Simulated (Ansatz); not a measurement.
propene (C3H6), singlet, at a GFN2-xTB geometry. Base run: PBE/def2-SV(P) (Ansatz, an electronic-structure program).

The Ansatz input:
Ansatz 0.2 input:
```yaml
crystal:
  periodic: [false, false, false]
  atoms:
    - {symbol: C, position_ang: [1.27989193, 0.12352179, 0.00919112]}
    - {symbol: C, position_ang: [0.00825223, 0.47486055, 0.00924347]}
    - {symbol: H, position_ang: [1.58086326, -0.91147352, -0.00926160]}
    - {symbol: H, position_ang: [2.07459801, 0.84971927, 0.02748105]}
    - {symbol: H, position_ang: [-0.26659719, 1.52209281, 0.02807201]}
    - {symbol: C, position_ang: [-1.13573952, -0.48243353, -0.01537878]}
    - {symbol: H, position_ang: [-0.78376375, -1.51090673, -0.03343425]}
    - {symbol: H, position_ang: [-1.76443256, -0.33959044, 0.86334919]}
    - {symbol: H, position_ang: [-1.75509560, -0.30553422, -0.89454124]}
basis:
  gaussian:
    orbitals: def2-SV_P_.json
hamiltonian:
  xc: pbe
```
The basis file holds def2-SV(P) in the JSON format of the Basis Set Exchange.

Variants of this job, named by their change:

| change | ΔE vs base (eV) |
|---|---|
| base | 0.00 |
| occupation = up:A':9 A'':3 down:A':9 A'':3 | 17.75 |
| occupation = up:A':10 A'':2 down:A':10 A'':2 | 0.00 |
| symmetry_tolerance_ang = 0.01 | 0.00 |
| occupation = up:A':11 A'':1 down:A':11 A'':1 | 18.39 |
